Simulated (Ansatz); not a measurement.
`[F][GeH]([Cl])[GeH3]` + HI → `[F][GeH]([Cl])[I]` + GeH₄ at 600 K and 1 bar (cleavage of the Ge–Ge bond).

Gas-phase electronic energies from Ansatz, PBE0-D4/def2-TZVP geometries. CCSD(T)/CBS adds triple-zeta CCSD(T) − MP2 to the extrapolated MP2 energy (def2 sets, frozen cores). def2 core potentials past Kr. For Ge, I outer-core shells are correlated without core-valence functions, which leaves a few kJ/mol of doubt a bond. Scalar relativity is left out up to krypton.

```csv
species,CCSD(T)/CBS energy (Eh),H − E (kJ/mol),S (J/(mol·K))
`[F][GeH]([Cl])[GeH3]`,-4714.27861,152.3,459.8
HI,-298.03592,31.6,227.0
`[F][GeH]([Cl])[I]`,-2933.83800,77.4,409.1
GeH₄,-2078.49493,105.8,256.4
```

H − E and S are ideal-gas, rigid-rotor, harmonic terms from PBE0-D4/def2-TZVP, for one conformer and one mirror image of each species. 1 Eh = 2625.50 kJ/mol, R = 8.31446 J/(mol·K).

Question: By hand: ΔE, ΔH, ΔS and ΔG.

Answer: ΔE = (-2933.83800) + (-2078.49493) − (-4714.27861) − (-298.03592) = -0.01840 Eh = -48.3 kJ/mol. Δ(H − E) = 77.4 + 105.8 − 152.3 − 31.6 = -0.7, so ΔH = -49.0 kJ/mol. ΔS = 409.1 + 256.4 − 459.8 − 227.0 = -21.3 J/(mol·K). ΔG = -49.0 − 600 × (-21.3)/1000 = -36.2 kJ/mol.

Question: By hand: the equilibrium constant, and the temperature at which ΔG would vanish if ΔH and ΔS stayed fixed.

Answer: log₁₀ K = −ΔG/(RT ln 10) = 3.2. ΔG = 0 at ΔH/ΔS = 2300 K.

ΔH outweighs TΔS. A doubt of 5 kJ/mol in ΔE shifts log₁₀ K by 0.4 here. Other conformers and mirror images would add mixing entropy, several J/(mol·K) or more a flexible species. These are equilibria of isolated gas molecules and say nothing of rates. Largest T1 diagnostic: 0.012 (customary marks: 0.02 for closed shells, 0.045 for open ones).
